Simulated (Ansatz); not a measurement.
**Question.** Name a neutral molecule of B, C, O and H with LUMO energy (PBE0/def2-TZVPP) between -0.70 and -0.40 eV and zero-point energy (PBE0-D4/def2-TZVP) between 195 and 211 kJ/mol (Ansatz, PBE0-D4/def2-TZVP geometry).

**Answer.** `OCB1C=C1` (-0.41 eV, 199.4 kJ/mol); `OC1BC=C1` (-0.48 eV, 198.8 kJ/mol); `C=C1CBO1` (-0.53 eV, 199.3 kJ/mol). Other molecules can fit too; these were computed, each in one conformer that needn't be the lowest.
